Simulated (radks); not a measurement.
Results of a calculation; reference values are marked as such.
Task: Ionisation of V2+, [Ar] 3d3, to V3+, [Ar] 3d2, under several functionals. Scalar-relativistic Kohn-Sham, spin-unpolarised, spherical densities, finite nucleus; a radial shooting solver on a logarithmic mesh with Libxc functionals. The NIST Atomic Spectra Database gives 29.311 eV (measured). Rank these functionals by the error of their Delta-SCF ionisation energy: B86b exchange with PBE correlation; OLYP; TASK exchange with Perdew-Wang LDA correlation; LDA (Slater exchange, Perdew-Wang correlation); PBE; PW91; BLYP; exchange-only r2SCAN.

Result: From best to worst: LDA (Slater exchange, Perdew-Wang correlation) 29.162 eV (-0.149); PW91 28.996 eV (-0.315); OLYP 28.962 eV (-0.349); B86b exchange with PBE correlation 28.922 eV (-0.389); PBE 28.897 eV (-0.414); BLYP 28.895 eV (-0.416); TASK exchange with Perdew-Wang LDA correlation 27.835 eV (-1.477); exchange-only r2SCAN 27.245 eV (-2.066). Spin polarisation and multiplet splitting are left out, so open shells lie too high by an amount that depends on their filling.

Beside tabulated values, note that spin-unpolarised runs miss the spin-polarisation part of the exchange energy of open shells.
